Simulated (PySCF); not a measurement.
C$_{4}$H$_{12}$FGeN, singlet, geometry from GFN2-xTB, with bond 11-3 at 1.8 times its length; SA2-CASSCF(4,4)/STO-3G (PySCF).

The PySCF input:
```python
from pyscf import gto, scf, mcscf
import numpy

mol = gto.M(
    atom='''
C     2.071648    0.946068    0.692568
N     1.332995    0.080711   -0.202361
C     1.891567    0.071777   -1.536099
Ge   -0.482308   -0.105511    0.048784
C    -1.599875    1.544674    0.229883
C    -1.184688   -1.610844   -1.036422
F    -0.503300   -0.712450    1.721055
H     1.624400    0.892033    1.683385
H     2.079923    1.992434    0.358094
H     3.106802    0.601103    0.758549
H     1.941914    1.872838   -2.349696
H     1.302381   -0.583936   -2.174756
H     2.916094   -0.309113   -1.497759
H    -2.584270    1.273861    0.596358
H    -1.703200    2.049417   -0.724955
H    -1.138437    2.222806    0.941819
H    -0.463826   -2.422721   -1.045125
H    -1.393884   -1.306617   -2.056596
H    -2.104832   -1.968249   -0.584542
''',
    basis='sto-3g',
    charge=0,
    spin=0,
    verbose=4,
)

mf = scf.RHF(mol)
mf.kernel()
mc = mcscf.CASSCF(mf, 4, 4)
mc.fix_spin_(ss=0.0)
mc = mc.state_average_([0.5, 0.5])
mc.kernel()
```

Output, abridged:

```
PySCF version 2.14.0

[INPUT] verbose = 4
[INPUT] num. atoms = 19
[INPUT] num. electrons = 84
[INPUT] charge = 0
[INPUT] spin (= nelec alpha-beta = 2S) = 0
[INPUT] symmetry False subgroup None
[INPUT] Mole.unit = angstrom
[INPUT] Symbol           X                Y                Z      unit          X                Y                Z       unit  Magmom
[...]
nuclear repulsion = 622.445769886472
number of shells = 38
number of NR pGTOs = 180
number of NR cGTOs = 60
basis = sto-3g
ecp = {}

******** <class 'pyscf.scf.hf.RHF'> ********
method = RHF
initial guess = minao
damping factor = 0
level_shift factor = 0
DIIS = <class 'pyscf.scf.diis.CDIIS'>
diis_start_cycle = 1
diis_space = 8
diis_damp = 0
SCF conv_tol = 1e-09
SCF conv_tol_grad = None
SCF max_cycles = 50
direct_scf = True
direct_scf_tol = 1e-13
Set gradient conv threshold to 3.16228e-05
Initial guess from minao.
init E= -2357.6547522683
[...]
cycle= 1 E= -2359.84779139267  delta_E= -2.19  |g|= 0.566  |ddm|= 4.95
[...]
cycle= 2 E= -2359.99384089548  delta_E= -0.146  |g|= 0.141  |ddm|= 1.12
[...]
cycle= 3 E= -2360.001952064  delta_E= -0.00811  |g|= 0.0529  |ddm|= 0.266
[...]
cycle= 4 E= -2360.00316393734  delta_E= -0.00121  |g|= 0.0122  |ddm|= 0.0903
[...]
cycle= 5 E= -2360.00330264166  delta_E= -0.000139  |g|= 0.00353  |ddm|= 0.0395
[...]
cycle= 6 E= -2360.00331231815  delta_E= -9.68e-06  |g|= 0.00099  |ddm|= 0.0101
[...]
cycle= 7 E= -2360.00331323677  delta_E= -9.19e-07  |g|= 0.000289  |ddm|= 0.00346
[...]
cycle= 8 E= -2360.00331329471  delta_E= -5.79e-08  |g|= 0.00011  |ddm|= 0.000703
[...]
cycle= 9 E= -2360.00331330443  delta_E= -9.72e-09  |g|= 1.96e-05  |ddm|= 0.000361
[...]
cycle= 10 E= -2360.00331330473  delta_E= -3.04e-10  |g|= 4.1e-06  |ddm|= 6.04e-05
[...]
Extra cycle  E= -2360.00331330475  delta_E= -1.36e-11  |g|= 1.66e-06  |ddm|= 8.52e-06
converged SCF energy = -2360.00331330475

******** <class 'pyscf.mcscf.addons.StateAverageCASSCF'> ********
CAS (2e+2e, 4o), ncore = 40, nvir = 16
max_cycle_macro = 50
max_cycle_micro = 4
conv_tol = 1e-07
conv_tol_grad = None
orbital rotation max_stepsize = 0.02
orbital rotation threshold for CI restart = 0.01
augmented hessian ah_max_cycle = 30
augmented hessian ah_conv_tol = 1e-12
augmented hessian ah_linear dependence = 1e-14
augmented hessian ah_level shift = 1e-08
augmented hessian ah_start_tol = 2.5
augmented hessian ah_start_cycle = 3
augmented hessian ah_grad_trust_region = 3
kf_trust_region = 3
kf_interval = 4
ci_response_space = 4
ci_grad_trust_region = 3
with_dep4 0
natorb = False
canonicalization = True
sorting_mo_energy = False
ao2mo_level = 2
internal_rotation = False
******** <class 'pyscf.mcscf.addons.StateAverageSpinPenaltyFCISolver'> ********
max. cycles = 50
conv_tol = 1e-08
davidson only = True
linear dependence = 1e-12
level shift = 0.001
max iter space = 12
nroots = 2
pspace_size = 400
spin = None
State-average over 2 states with weights [0.5, 0.5]
CASCI E = -2359.88692337734  S^2 = 0.0000000
Set conv_tol_grad to 0.000316228
macro iter   1 ( 21 JK    4 micro), CASSCF E = -2359.92909559042  dE = -4.21722131e-02  S^2 = 0.0000000
               |grad[o]|=0.157  |ddm|=0.115  |maxRot[o]|=0.295
macro iter   2 ( 21 JK    4 micro), CASSCF E = -2359.94396660255  dE = -1.48710121e-02  S^2 = 0.0000000
               |grad[o]|=0.0797  |ddm|=0.0713  |maxRot[o]|=0.227
macro iter   3 ( 15 JK    4 micro), CASSCF E = -2359.94568991323  dE = -1.72331068e-03  S^2 = 0.0000000
               |grad[o]|=0.0165  |ddm|=0.0311  |maxRot[o]|=0.0741
macro iter   4 ( 11 JK    4 micro), CASSCF E = -2359.94579692456  dE = -1.07011322e-04  S^2 = 0.0000000
               |grad[o]|=0.00335  |ddm|=0.0105  |maxRot[o]|=0.0233
macro iter   5 (  3 JK    1 micro), CASSCF E = -2359.94579773751  dE = -8.12952294e-07  S^2 = 0.0000000
               |grad[o]|=0.000323  |ddm|=0.00143  |maxRot[o]|=0.00215
macro iter   6 (  3 JK    1 micro), CASSCF E = -2359.94579803316  dE = -2.95647169e-07  S^2 = 0.0000000
               |grad[o]|=0.000182  |ddm|=0.000981  |maxRot[o]|=0.0014
macro iter   7 (  3 JK    1 micro), CASSCF E = -2359.94579816904  dE = -1.35885784e-07  S^2 = 0.0000000
               |grad[o]|=0.000137  |ddm|=0.000456  |maxRot[o]|=0.000901
macro iter   8 (  3 JK    1 micro), CASSCF E = -2359.94579822886  dE = -5.98201950e-08  S^2 = 0.0000000
               |grad[o]|=7.14e-05  |ddm|=0.000161  |maxRot[o]|=0.000544
1-step CASSCF converged in   8 macro ( 80 JK  20 micro) steps
CASSCF canonicalization
Density matrix diagonal elements [1.74568866 1.52620964 0.69483376 0.03326793]
CASSCF energy = -2359.94579822886
CASCI E = -2359.94579822886  E(CI) = -3.21055859334456  S^2 = 0.0000000
CASCI state-averaged energy = -2359.94579822886
CASCI energy for each state
  State 0 weight 0.5  E = -2360.07487574781 S^2 = 0.0000000
  State 1 weight 0.5  E = -2359.81672070992 S^2 = 0.0000000
```
